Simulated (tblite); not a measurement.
C7H9O, charge +1, singlet, geometry from GFN2-xTB; GFN1-xTB in tblite.

tblite was given this input:
```
$ tblite run mol.xyz --method gfn1 --charge 1 --spin 0 --json tblite.json --no-restart

# file mol.xyz
17

C      2.68581111     0.47233117    -0.23426577
O      1.70989725     0.21900805     0.81386579
C      0.34471567     0.03250646     0.32907195
C      0.01222459    -1.19816702    -0.20327298
C     -1.28799653    -1.38978475    -0.64407141
C     -2.21537241    -0.36423910    -0.54765958
C     -1.85671093     0.86026071    -0.00676033
C     -0.56031393     1.07014763     0.43843242
H      3.66463036     0.55667222     0.23538758
H      2.67916004    -0.38406176    -0.90637054
H      2.44929023     1.37869168    -0.79224115
H      1.70573102     0.97635760     1.43676038
H      0.74141377    -1.99032729    -0.25934878
H     -1.57168239    -2.34338551    -1.05898733
H     -3.22491764    -0.52078929    -0.89251364
H     -2.58071358     1.65504338     0.07210182
H     -0.27623520     2.02140386     0.86543975
```

Problem. Write the output that tblite gives for this input, abridged.

Solution. 
```
xTB calculator
 | screened Coulomb repulsion
 | Coulomb electrostatics
 |  * isotropic Klopman-Ohno-Mataga-Nishimoto electrostatics
 |  * onsite third-order electrostatics
 | DFT-D3(BJ) dispersion correction

halogen bonding energy    0.0000000000000E+00 Eh
repulsion energy          3.6504093272144E-01 Eh
dispersion energy        -7.3275744954121E-03 Eh
number of electrons       4.2000000000000E+01 e
integral cutoff           1.9731147476801E+01 bohr

------------------------------------------------------------
  cycle        total energy    energy error   density error
------------------------------------------------------------
      1     -23.79361580994  -2.4151329E+01   6.2970112E-01
      2     -23.83639183328  -4.2776023E-02   3.6933970E-01
      3     -23.83522390959   1.1679237E-03   5.1563817E-02
      4     -23.83874061600  -3.5167064E-03   1.1231027E-02
      5     -23.83920591499  -4.6529899E-04   2.2783768E-03
      6     -23.83921519306  -9.2780725E-06   7.3804518E-04
      7     -23.83921574508  -5.5202535E-07   1.8495004E-04
      8     -23.83921577914  -3.4055418E-08   3.4554832E-05
      9     -23.83921578300  -3.8576253E-09   1.1043597E-05
------------------------------------------------------------

electronic energy        -2.4196929141223E+01 Eh
total energy             -2.3839215782997E+01 Eh

Post processing:
 | Mayer-Wiberg bond orders

[Info] JSON dump of results written to 'tblite.json'
```
